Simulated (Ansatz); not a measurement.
`[F][Al]([F])[F]` and `[F][Al]([F])[S][AlH2]` differ in one atom or group.

Ansatz, PBE0-D4/def2-TZVP geometries, multiplicity 1. Each molecule was computed in one conformer, which needn't be the lowest.

| property | `[F][Al]([F])[F]` |
| --- | --- |
| LUMO energy (ωB97M-V/def2-TZVPP) / eV | 0.14 |
| LUMO energy (PBE/def2-TZVPP) / eV | -2.39 |
| HOMO–LUMO gap (ωB97M-V/def2-TZVPP) / eV | 14.39 |
| size of the dipole moment (PBE/def2-TZVPP) / D | 0.00 |
| LUMO energy (B3LYP/def2-TZVPP) / eV | -1.89 |
| size of the dipole moment (ωB97M-V/def2-TZVPP) / D | 0.00 |

What does the change do to each property? (An estimate is asked.)

Ansatz gave: 
```
                                          property  `[F][Al]([F])[S][AlH2]`  shift
             LUMO energy (ωB97M-V/def2-TZVPP) / eV                     0.01  -0.13
                 LUMO energy (PBE/def2-TZVPP) / eV                    -2.50  -0.11
           HOMO–LUMO gap (ωB97M-V/def2-TZVPP) / eV                     9.95  -4.44
    size of the dipole moment (PBE/def2-TZVPP) / D                     1.06   1.06
               LUMO energy (B3LYP/def2-TZVPP) / eV                    -1.95  -0.06
size of the dipole moment (ωB97M-V/def2-TZVPP) / D                     1.18   1.18
```

With PBE0 the HOMO rises by 3.90 eV and the LUMO falls by 0.16 eV, so the gap narrows by about 4.06 eV. PBE moves the HOMO by 2.98 eV and ωB97M-V by 4.32 eV.

B3LYP here is the variant with VWN-RPA as its local correlation; programs differ in this.
